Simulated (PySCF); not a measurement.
## How methods differ on the excitation energy of Se²⁺

Se²⁺ [Ar] 3d10 4s2 4p2 (3P) → Se²⁺ [Ar] 3d10 4s1 4p2 4d1 (high-spin determinant), as a difference of total energies. Calculation: PySCF 2.14, in aug-cc-pVTZ-DK (7s6p4d2f, 59 functions); scalar relativity by spin-free X2C-1e. Correlated levels: valence: [Ar] 3d10 frozen. The calculations carry no spin-orbit coupling.

| method | excitation energy (eV) |
| --- | --- |
| UHF | 23.101 |
| MP2 (valence) | 24.076 |
| SCS-MP2 (valence) | 24.544 |
| CCSD (valence) | 23.801 |
| CCSD(T) (valence) | 23.682 |

Problem. How much does correlation contribute at CCSD(T) (valence)?

Solution. 23.682 − (23.101) = 0.581 eV, measured against UHF.

The promoted electron is Rydberg-like, and one or two diffuse shells describe it only roughly, which tends to raise the upper state.

The coupled-cluster amplitudes are large for the upper state (T1 above 0.03 or a double amplitude above 0.15), so a single reference is strained.

The determinant of the upper state mixes LS terms, which raises its energy above the lowest term, most at the Hartree-Fock and MP2 levels.
